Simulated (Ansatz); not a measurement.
Consider the formal exchange of groups at the Si–Br bond: `CN(C)[Si]Br` + `N=C(O)O` → `CN(C)[Si]O` + `N=C(O)Br`.

Calculated with Ansatz (gas phase, PBE0-D4/def2-TZVP geometries, no zero-point term in ΔE). CCSD(T)/CBS adds triple-zeta CCSD(T) − MP2 to the extrapolated MP2 energy (def2 sets, frozen cores). DFT in def2-TZVPP. For Br outer-core shells are correlated without core-valence functions, which leaves a few kJ/mol of doubt a bond. Scalar relativity is left out up to krypton. Each species was taken in one conformer, which may not be the lowest.

`CN(C)[Si]Br`:

Cartesian coordinates in Å:
```
C 0.180 0.244 -1.121
N -0.222 -0.193 0.196
C 0.612 0.369 1.244
Si -1.472 -1.228 0.734
Br -2.474 -1.839 -1.228
H -0.462 -0.195 -1.882
H 0.121 1.336 -1.196
H 1.217 -0.049 -1.321
H 0.562 1.464 1.238
H 0.278 0.017 2.225
H 1.658 0.074 1.111
```

`N=C(O)O`:

Cartesian coordinates in Å:
```
N -1.130 -0.016 -0.098
C 0.132 0.057 -0.108
O 0.795 0.574 -1.140
O 1.027 -0.322 0.814
H -1.504 -0.430 0.747
H 0.121 0.834 -1.780
H 0.559 -0.697 1.565
```

`CN(C)[Si]O`:

```xyz
12

C     0.143    0.794    0.782
N    -0.039   -0.209   -0.235
C    -0.315    0.364   -1.535
Si    0.021   -1.931   -0.127
O     0.338   -2.240    1.468
H     0.364    0.349    1.754
H    -0.757    1.411    0.900
H     0.974    1.466    0.533
H    -1.232    0.966   -1.520
H    -0.445   -0.433   -2.272
H     0.507    1.008   -1.870
H     0.440   -1.545    2.122
```

`N=C(O)Br`:

Cartesian coordinates in Å:
```
N -1.174 0.207 0.007
C 0.057 0.322 0.187
O 1.077 -0.473 -0.167
Br 0.742 1.826 1.103
H -1.428 -0.641 -0.496
H 0.726 -1.242 -0.634
```

| level | ΔE (kJ/mol) |
| --- | --- |
| revPBE-D4 | 61.1 |
| r2SCANh | 69.4 |
| CAM-B3LYP | 59.4 |
| HF/CBS(def2) | 76.2 |

**Question.** What does CCSD(T)/CBS give? (Estimate.)

**Answer.** Ansatz gave: +61.1 kJ/mol. The listed levels differ from it by 0.0, 8.3, -1.7, 15.1 kJ/mol.

Largest T1 diagnostic among the species: 0.013.

From r2SCAN to r2SCAN0 (25 % exact exchange), in def2-TZVPP and without D4, ΔE moves by +5.9 kJ/mol. Leaving LDA and LC-ωPBE aside and taking each functional with its dispersion term where it has one, the values, not all of them listed here, spread over 21.2 kJ/mol, from BLYP-D4 to r2SCAN0-D4. LDA lies +5.3 kJ/mol from PBE without D4.
